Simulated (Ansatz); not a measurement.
Mulliken charges of CH$_{2}$BFN$_{2}$, SMILES `N=C1NB1F` from r2SCAN/def2-TZVPP in Ansatz (PBE0-D4/def2-TZVP geometry).

| atom | x (Å) | y (Å) | z (Å) | charge (e) |
| --- | --- | --- | --- | --- |
| N1 | -0.819 | -0.083 | 1.492 | -0.321 |
| C2 | -0.292 | 0.038 | 0.361 | 0.128 |
| N3 | 0.879 | -0.507 | -0.215 | -0.147 |
| B4 | 0.172 | 0.321 | -1.057 | 0.267 |
| F5 | 0.177 | 0.823 | -2.262 | -0.274 |
| H6 | -1.672 | 0.466 | 1.546 | 0.173 |
| H7 | 1.616 | -1.127 | 0.090 | 0.175 |

By hand: the dipole of these point charges (1 e Å = 4.8032 D).

Σ q r = (0.087, -0.150, 0.220) e Å, of length 0.280 e Å = 1.34 D.

How does the dipole of the full density compare? (Best estimate.)

Computed: (0.211, -0.041, -0.239) e Å, 1.54 D; the point charges give 0.87 times that, at 108° from its direction.

Point charges leave out the atoms' own dipoles, such as those of lone pairs, and Mulliken's split depends on the basis, so the two needn't agree.
